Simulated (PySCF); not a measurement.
Mo (molybdenum, neutral) across methods

[Kr] 4d4 5s1 5p1, one real determinant (an excited configuration). Computed with PySCF 2.14 in aug-cc-pVDZ-PP with ECP28MDF (5s5p4d2f, 54 functions), with scalar relativity through the core potential.

```json
{"method": "HSE06", "E (hartree)": "-67.7339", "mean ε 4d α (eV)": "-8.782", "mean ε 5s α (eV)": "-6.701", "mean ε 5p α (eV)": "-2.871", "Σ⟨r²⟩ (bohr²)": "64.12", "⟨S²⟩": "12.001"}
{"method": "BLYP", "E (hartree)": "-67.6917", "mean ε 4d α (eV)": "-7.407", "mean ε 5s α (eV)": "-6.049", "mean ε 5p α (eV)": "-2.335", "Σ⟨r²⟩ (bohr²)": "65.03", "⟨S²⟩": "12.000"}
{"method": "UHF", "E (hartree)": "-67.23890", "mean ε 4d α (eV)": "-12.719", "mean ε 5s α (eV)": "-9.307", "mean ε 5p α (eV)": "-4.853", "Σ⟨r²⟩ (bohr²)": "63.77", "⟨S²⟩": "12.002"}
{"method": "LDA", "E (hartree)": "-67.5711", "mean ε 4d α (eV)": "-7.725", "mean ε 5s α (eV)": "-6.505", "mean ε 5p α (eV)": "-2.651", "Σ⟨r²⟩ (bohr²)": "64.06", "⟨S²⟩": "12.000"}
{"method": "PBE0", "E (hartree)": "-67.7347", "mean ε 4d α (eV)": "-9.193", "mean ε 5s α (eV)": "-7.097", "mean ε 5p α (eV)": "-3.242", "Σ⟨r²⟩ (bohr²)": "63.89", "⟨S²⟩": "12.001"}
{"method": "PBEsol", "E (hartree)": "-67.6300", "mean ε 4d α (eV)": "-7.654", "mean ε 5s α (eV)": "-6.356", "mean ε 5p α (eV)": "-2.580", "Σ⟨r²⟩ (bohr²)": "63.90", "⟨S²⟩": "12.000"}
{"method": "r2SCAN", "E (hartree)": "-67.7786", "mean ε 4d α (eV)": "-8.037", "mean ε 5s α (eV)": "-6.576", "mean ε 5p α (eV)": "-2.698", "Σ⟨r²⟩ (bohr²)": "63.37", "⟨S²⟩": "12.001"}
{"method": "B3LYP", "E (hartree)": "-67.7541", "mean ε 4d α (eV)": "-8.764", "mean ε 5s α (eV)": "-6.848", "mean ε 5p α (eV)": "-3.003", "Σ⟨r²⟩ (bohr²)": "64.44", "⟨S²⟩": "12.000"}
```

(1) Estimate the same row for PBE.

⟨L²⟩ = 7.99 against 12 for a pure F term, so this real determinant mixes terms. Energies and moments cover only the electrons outside the core potential.

## Answers

(1) E (hartree) = -67.7468; mean ε 4d α (eV) = -7.690; mean ε 5s α (eV) = -6.299; mean ε 5p α (eV) = -2.587; Σ⟨r²⟩ (bohr²) = 64.28; ⟨S²⟩ = 12.000.
